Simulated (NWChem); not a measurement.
System: borohydride (BH4 anion); SMILES [BH4-]

Program: NWChem. Pople sets run with spherical d functions. All runs use the structure optimised with B3LYP/def2-SVPD. Static field.

```csv
level,isotropic polarisability (bohr³),anisotropy (bohr³)
PBE/6-31+G*,29.9,0.0
B3LYP/6-31+G*,28.1,0.0
"LDA (Slater exchange, VWN5)/6-31+G*",30.7,0.0
BHandHLYP/6-31+G*,?,0.0
```

Task: Fill in the missing entries.

Result: 
- BHandHLYP/6-31+G*, isotropic polarisability (bohr³): 26.2
